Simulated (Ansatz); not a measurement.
Ag₃O⁺ was relaxed with B3LYP-D4 (def2-SVP) in Ansatz in these states: charge +1 quintet, charge +1 singlet, charge +1 triplet. The geometries follow in no particular order.

In the def2 sets Ag takes a core potential; there is no spin–orbit coupling.

A:

```xyz
4

Ag    1.0505   -0.1291   -1.7779
Ag   -0.1539    1.8157    0.9802
Ag   -0.8346   -1.7000    0.8342
O    -0.0620    0.0134   -0.0365
```

B:

Cartesian coordinates in Å:
```
Ag 2.1072 2.7352 -0.5539
Ag -1.0395 -2.5857 1.1193
Ag 0.2386 0.6900 -0.3228
O -1.3063 -0.8394 -0.2427
```

C:

```csv
atom,x (Å),y (Å),z (Å)
Ag1,1.249,-1.665,0.692
Ag2,-0.225,0.382,-2.148
Ag3,-1.021,1.284,1.456
O4,-0.002,-0.002,0.000
```

**Question.** Judge from the bond lengths which geometry belongs to which state (an estimate).

**Answer.** A is the charge +1 singlet (Ag1–O4 2.071 Å, Ag2–O4 2.071 Å, Ag3–O4 2.071 Å); B is the charge +1 quintet (Ag1–O4 4.952 Å, Ag2–O4 2.231 Å, Ag3–O4 2.175 Å); C is the charge +1 triplet (Ag1–O4 2.193 Å, Ag2–O4 2.193 Å, Ag3–O4 2.193 Å).
